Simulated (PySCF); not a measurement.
# Nuclear quadrupole coupling in `CS[Si]1(C)O[SiH2]O[SiH2]O1`

C2H10O3SSi3.
Atom-mapped SMILES: `[CH3:1][S:2][Si:3]1([CH3:4])[O:5][SiH2:6][O:7][SiH2:8][O:9]1` (hydrogens: H10, H11, H12 on C1; H13, H14, H15 on C4; H16, H17 on Si6; H18, H19 on Si8)

Structure used (GFN2-xTB), in Å, numbered top down from 1:
```xyz
19
C2H10O3SSi3 angstrom
C      2.106   -1.393   -0.686
S      2.422    0.266    0.003
Si     0.418    0.883    0.418
C      0.352    2.607    1.163
O     -0.419    0.827   -0.979
Si    -1.586   -0.181   -1.499
O     -1.932   -1.227   -0.306
Si    -1.377   -1.345    1.216
O     -0.236   -0.208    1.438
H      3.073   -1.814   -0.942
H      1.486   -1.302   -1.572
H      1.613   -2.005    0.064
H      0.912    2.637    2.090
H      0.793    3.327    0.484
H     -0.668    2.913    1.370
H     -1.021   -0.966   -2.585
H     -2.763    0.639   -1.727
H     -0.720   -2.639    1.314
H     -2.466   -1.009    2.115
```

Field gradients from the PBE0/pcSseg-1 density (PySCF, non-relativistic), principal values in atomic units, ordered |Vxx| ≤ |Vyy| ≤ |Vzz|:

```csv
atom,Vxx,Vyy,Vzz
S2,0.0234,2.2272,-2.2506
O5,-0.2723,-0.6288,0.9011
O7,-0.2304,-0.6752,0.9056
O9,-0.2712,-0.6292,0.9004
```

**Question.** Find the asymmetry η = (Vxx − Vyy)/Vzz and the couplings χ = eQV/h (234.96 MHz × Q in barn × V in au), with Q(33S) = −0.0678 b, Q(17O) = −0.0256 b.

**Answer.** 
```json
{"atom": "S2", "environment": "sulfur bonded to C and Si", "nucleus": "33S", "η": "0.98", "χzz (MHz)": "35.85", "χxx (MHz)": "-0.37", "χyy (MHz)": "-35.48"}
{"atom": "O5", "environment": "siloxane oxygen", "nucleus": "17O", "η": "0.40", "χzz (MHz)": "-5.42", "χxx (MHz)": "1.64", "χyy (MHz)": "3.78"}
{"atom": "O7", "environment": "siloxane oxygen", "nucleus": "17O", "η": "0.49", "χzz (MHz)": "-5.45", "χxx (MHz)": "1.39", "χyy (MHz)": "4.06"}
{"atom": "O9", "environment": "siloxane oxygen", "nucleus": "17O", "η": "0.40", "χzz (MHz)": "-5.42", "χxx (MHz)": "1.63", "χyy (MHz)": "3.78"}
```

At S2 η is above 0.9: Vyy and Vzz are nearly equal in size and opposite in sign, so a small change could swap them and flip the sign of χzz. 

**Question.** What is Vzz at O7 in SI units (1 au = 9.71736 × 10²¹ V/m²)?

**Answer.** 0.9056 au = 8.801 × 10²¹ V/m².

Were the hydrogens deuterons (Q(2H) = 0.00286 b), χzz would run from 110 kHz (H16 and H18) to 220 kHz (H15, H14 and H13).

Geometry: GFN2-xTB, one conformer, isolated molecule. GFN2-xTB bond lengths can be off by several hundredths of an ångström, more for odd bonds, and the gradients follow them. These gradients aren't converged with respect to the basis.
